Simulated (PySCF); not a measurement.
A side-by-side comparison of computed properties.

First species: C₄H₅PS.
SMILES: `S=[PH]1C=CC=C1`

Second species: C₅H₉FP (charge +1).
SMILES: `C[P@@H+]1CC=C(F)C1`

Levels: PBE0/def2-SVPD for HOMO energy, LUMO energy, HOMO–LUMO gap and static isotropic polarisability; TDDFT PBE0/def2-SVPD for lowest singlet excitation; TDA PBE0/def2-SVPD for lowest triplet excitation (Tamm–Dancoff). Geometries: GFN2-xTB. All species are isolated and taken at one optimised geometry, non-relativistic unless stated; the electronic structure was computed with PySCF and density fitting.

Values for the first species:

- HOMO energy: -6.67 eV
- LUMO energy: -2.40 eV
- HOMO–LUMO gap: 4.27 eV
- Lowest singlet excitation: 3.06 eV
- Lowest triplet excitation (Tamm–Dancoff): 2.46 eV
- Static isotropic polarisability: 89.0 au

(1) Estimate the same properties for the second species, and the change in each.

Answers

(1) 
```json
{"property": "HOMO energy", "first": "-6.67 eV", "second": "-11.86 eV", "second less first": "-5.19 eV"}
{"property": "LUMO energy", "first": "-2.40 eV", "second": "-4.59 eV", "second less first": "-2.19 eV"}
{"property": "HOMO–LUMO gap", "first": "4.27 eV", "second": "7.27 eV", "second less first": "+3.00 eV"}
{"property": "lowest singlet excitation", "first": "3.06 eV", "second": "6.04 eV", "second less first": "+2.98 eV"}
{"property": "lowest triplet excitation (Tamm–Dancoff)", "first": "2.46 eV", "second": "4.43 eV", "second less first": "+1.97 eV"}
{"property": "static isotropic polarisability", "first": "89.0 au", "second": "72.3 au", "second less first": "-16.7 au"}
```

On the first: 2 of the 8 computed singlets lie in the visible range (750 to 380 nm, 1.65 to 3.26 eV), with an oscillator strength of 0.013 in sum. The principal polarisabilities are 68.3, 81.9 and 116.9 au; their mean is the isotropic value.

On the second: S1 lies 1.23 eV below the HOMO–LUMO gap; its leading configuration is HOMO→LUMO, weight 0.94. The principal polarisabilities are 60.0, 76.6 and 80.4 au; their mean is the isotropic value.
